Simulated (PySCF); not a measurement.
Compound: C7H13 (doublet state).
Z-matrix (Å and degrees, GFN2-xTB geometry), rows numbered from 1:
```
C 
C   1  1.2934
C   2  1.4612  1  142.82
C   3  1.5415  2  111.57  1    13.90
C   3  1.5365  2  109.76  1  -109.15
C   5  1.5263  3  111.97  2   -61.85
C   6  1.5233  5  111.84  3   176.73
H   1  1.0811  2  122.10  3   178.94
H   1  1.0937  2  124.20  3    -1.28
H   3  1.0985  2  108.42  1   132.71
H   4  1.0873  3  109.96  2   -62.67
H   4  1.0873  3  110.35  2    57.36
H   4  1.0881  3  110.02  2   177.45
H   5  1.0925  3  109.11  2   176.65
H   5  1.0925  3  108.86  2    59.09
H   6  1.0927  5  109.37  3   -61.84
H   6  1.0928  5  108.70  3    55.41
H   7  1.0878  6  110.50  5   -61.09
H   7  1.0882  6  110.61  5    58.77
H   7  1.0874  6  110.66  5   178.87
```

The hyperfine couplings belong to this conformer and change with its torsions.

Identity: `C=[C][C@H](C)CCC` [radical].

Computed, not measured: UKS B3LYP, pcH-1 on C H, non-relativistic, mean-field spin-orbit, GIAO (PySCF 2.14.0). One conformer (not necessarily the lowest) at the GFN2-xTB geometry, without solvent, vibrations or thermal averaging. Couplings are sensitive to structure, and on GFN2-xTB geometries they can be far from those on DFT ones. Stability of the SCF solution: not tested.

Problem. Break the g tensor into its mass correction, gauge correction and orbital-Zeeman/spin–orbit terms.

Solution. 
```csv
Δg (ppm),1,2,3
relativistic mass correction,-152,-152,-152
gauge correction,29,8,34
orbital Zeeman/spin–orbit,-698,-27,759
total,-821,-172,641
```

So g = 2.00150, 2.00215, 2.00296 and g_iso = 2.00220; the tensor is rhombic: the two nearest values differ by 44 % of g3 − g1. Axes: g1 points within 15° of the C2–C3 bond and g2 points within 13° of the C1–H9 bond.

Problem. Average each term over the three axes. Which is largest in size?

Solution. The mass correction -152, the gauge correction 24 and the orbital-Zeeman/spin–orbit term 11 ppm, for a total of -117 ppm. The mass correction is the largest in size. The mass correction is the same along every axis, so the anisotropy comes from the other two: their spans along these axes are 26 (gauge) and 1457 ppm (orbital Zeeman/spin–orbit).

Problem. At 33.897 GHz, how far is the centre of the isotropic spectrum from where a free electron (g = 2.002319) resonates?

Solution. B = hν/(g μB) with μB/h = 13.99624 MHz/mT gives 1209.53 mT for the free electron and 1209.60 mT at g_iso, 0.07 mT higher.

Problem. What effective moment and Curie constant follow for a powder?

Solution. With the mean of g² = 4.0088 and S(S+1) = 0.75: μ_eff = √(⟨g²⟩S(S+1)) = 1.734 μB and χT = 0.12505·⟨g²⟩·S(S+1) = 0.376 cm³ K/mol (cgs; spin-Hamiltonian part alone).

Problem. In a frozen sample, at which fields do the three g values resonate at 9.5, 34, 94 and 263 GHz (hyperfine left aside), and which band first spreads them over more than twice a line width of 0.3 mT?

Solution. 
```json
{"band": "X", "GHz": "9.5", "B(g3) mT": "338.88", "B(g2) mT": "339.01", "B(g1) mT": "339.12", "spread mT": "0.25"}
{"band": "Q", "GHz": "34.0", "B(g3) mT": "1212.82", "B(g2) mT": "1213.31", "B(g1) mT": "1213.70", "spread mT": "0.89"}
{"band": "W", "GHz": "94.0", "B(g3) mT": "3353.08", "B(g2) mT": "3354.44", "B(g1) mT": "3355.53", "spread mT": "2.45"}
{"band": "J", "GHz": "263.0", "B(g3) mT": "9381.49", "B(g2) mT": "9385.30", "B(g1) mT": "9388.35", "spread mT": "6.85"}
```

The spread grows in proportion to the frequency. Q band is the first where it exceeds 0.6 mT.

The largest Mulliken spin populations are on C2 (+0.98), C1 (-0.16) and H9 (+0.10). No atom but C2 exceeds +0.15. The positive populations add up to 1.21 and the negative ones to -0.21, together 2S = 1.

The HOMO–LUMO gaps are 6.05 eV among the α and 5.46 eV among the β orbitals.
